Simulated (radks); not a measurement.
Species: Yb12+. Configuration: [Kr] 4d10 4f9 5s1 5p2 (not the ground configuration). All-electron calculation, scalar-relativistic Kohn-Sham, r2SCAN, spin-polarised, spherical densities, finite nucleus; open shells are filled with parallel spins first (spin-orbit coupling, left out, can overturn this in heavy ions); meta-GGA in the generalised Kohn-Sham scheme; Fermi nuclear charge, rms radius 5.3108 fm. Program: a radial shooting solver on a logarithmic mesh with Libxc functionals.

Normalised radial functions P(r) = r R(r), r in bohr:

| r | 5p up |
|---|---|
| 0.002422 | 0.0078 |
| 0.003179 | 0.0123 |
| 0.00414 | 0.0191 |
| 0.005434 | 0.0298 |
| 0.007132 | 0.0460 |
| 0.009362 | 0.0700 |
| 0.01219 | 0.1027 |
| 0.016 | 0.1478 |
| 0.021 | 0.2030 |
| 0.02757 | 0.2610 |
| 0.0359 | 0.3033 |
| 0.04712 | 0.3029 |
| 0.06185 | 0.2209 |
| 0.08118 | 0.0357 |
| 0.1057 | -0.2111 |
| 0.1387 | -0.4153 |
| 0.1821 | -0.3914 |
| 0.239 | -0.0484 |
| 0.3113 | 0.4262 |
| 0.4086 | 0.6528 |
| 0.5363 | 0.3015 |
| 0.7039 | -0.4559 |
| 0.9166 | -1.0505 |
| 1.203 | -1.0870 |
| 1.579 | -0.6471 |
| 2.073 | -0.2158 |
| 2.699 | -0.0386 |
| 3.543 | -0.0028 |

5p up: eigenvalue -229.01 eV, 3 radial nodes at r = 0.0846, 0.246, 0.602 bohr, <r> = 1.12 bohr, 90 % of the charge inside 1.57 bohr.
